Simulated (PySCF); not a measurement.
# Nd⁵⁰⁺: ionisation energy

Nd⁵⁰⁺ [Ne] → Nd⁵¹⁺ [He] 2s2 2p5 [2p1/2^2 2p3/2^3, M_J = 3/2], as a difference of total energies. Calculation: PySCF 2.14, in an uncontracted even-tempered set (17 s from 30 bohr⁻², ratio 2.4; 13 p from 38 bohr⁻², ratio 2.4; 5 d from 140 bohr⁻², ratio 2.6; 4 f from 210 bohr⁻², ratio 2.6); the two-component X2C-1e Hamiltonian. Correlated levels: nothing frozen; the 32 highest virtual spinors dropped. "Screened" scales the spin-orbit matrix elements by Boettger's factors to mimic the two-electron term; Breit and QED terms are absent.

```csv
method,ionisation energy (eV)
GHF (spin-free),9915.4
GMP2 (spin-free),9917.0
GHF (screened spin-orbit),9751.0
GMP2 (screened spin-orbit),9752.5
```

For this ion Breit and QED terms and the two-electron picture change, all absent here, outweigh the correlation shift from GHF to GMP2.

The spin-free rows lack the spin-orbit shift.

For comparison: 9742 ± 4 eV (theoretical estimate listed by NIST; NIST Atomic Spectra Database, ionization energies).
